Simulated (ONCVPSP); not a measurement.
Building the ONCV potential for promethium (Pm) (LDA (Perdew-Wang 92), scalar-relativistic).

Pm (Z = 61), optimised norm-conserving Vanderbilt (ONCV), made with ONCVPSP 4.0.1 (LDA (Perdew-Wang 92), scalar-relativistic). Core [Kr] 4d10, reference 4f5 5s2 5p6 6s2. Waves: 5s+6s: rc 2.30 bohr, ncon 4, nbas 8, qcut 6.7 1/bohr, 2 projectors; 5p: rc 2.50 bohr, ncon 4, nbas 7, qcut 6.7 1/bohr, 2 projectors, debl 2.1 Ha; d scattering state at 0.02 Ha: rc 2.40 bohr, ncon 3, nbas 7, qcut 3.8 1/bohr, 2 projectors, debl 0.7 Ha; 4f: rc 0.85 bohr, ncon 3, nbas 6, qcut 13.6 1/bohr, 2 projectors, debl 2.3 Ha. Local part: polynomial inside 0.65 bohr (lpopt 5, dvloc0 0 Ha). Core correction: Teter function, fcfact 5.5, rcfact 1.45.

In the d channel the program set the typed energies aside and used 0.050, 0.750 Ha.

All-electron outer shells of the reference configuration (LDA (PZ), scalar-relativistic, ld1.x):

```tsv
shell	level (eV)	outermost node (bohr)	outermost maximum (bohr)
5s	-41.98	0.70	1.29
5p	-22.75	0.75	1.46
6s	-3.68	1.73	3.68
4f	-2.34	–	0.64
```

(1) What does a ghost test show?

## Answers

(1) Ghosts flagged at negative energy: s at -827.7 eV, p at -339.4 eV; GHOST(+) flagged for d at 12.4 eV, s at 54.9 eV. A true bound ghost makes a file unfit for plane-wave use.

Tests left out (the all-electron energies of this program are off by 10 to 40 meV for near-neutral 4f atoms).
